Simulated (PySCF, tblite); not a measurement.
Species: C₂H₁₀B₂OSi.
Bonds: B1–C2, C2–B3, B3–O4, O4–Si5, Si5–C6. Hydrogens: H7, H8 on B1; H9, H10 on C2; H11 on B3; H12, H13 on Si5; H14, H15, H16 on C6.

Jobs on this species (16 atoms, 54 electrons) with PySCF (density fitting) and tblite. Hardware of each: one thread of an Arm Neoverse N1, no GPU (shared host). Times come from a shared host and carry two figures at best.

Task: Rank these jobs by wall time, shortest first.
A. GFN2-xTB; L-BFGS relaxation
B. wB97X-D/def2-SVPD; 8 singlets by full TDDFT, 3 Tamm–Dancoff triplets, polarisability; 207 basis functions
C. GFN2-xTB; Hessian by finite differences
D. PBE0/pcSseg-1; shieldings, charges and field gradients; 159 basis functions

Result: C (0.73 s), A (1.6 s), D (33 s), B (61 s).

All jobs:

```json
{"level and settings": "GFN2-xTB", "work": "Hessian by finite differences", "basis functions": "–", "SCF cycles": "–", "wall time": "0.73 s"}
{"level and settings": "GFN2-xTB", "work": "L-BFGS relaxation", "basis functions": "–", "SCF cycles": "–", "wall time": "1.6 s"}
{"level and settings": "PBE0/pcSseg-1", "work": "shieldings, charges and field gradients", "basis functions": "159", "SCF cycles": "13", "wall time": "33 s"}
{"level and settings": "wB97X-D/def2-SVPD", "work": "8 singlets by full TDDFT, 3 Tamm–Dancoff triplets, polarisability", "basis functions": "207", "SCF cycles": "12", "wall time": "61 s"}
```

Task: What do all jobs in the table cost together?

Result: About 96 s; the longest takes about 63 % of that, and about 84 times as long as the shortest.
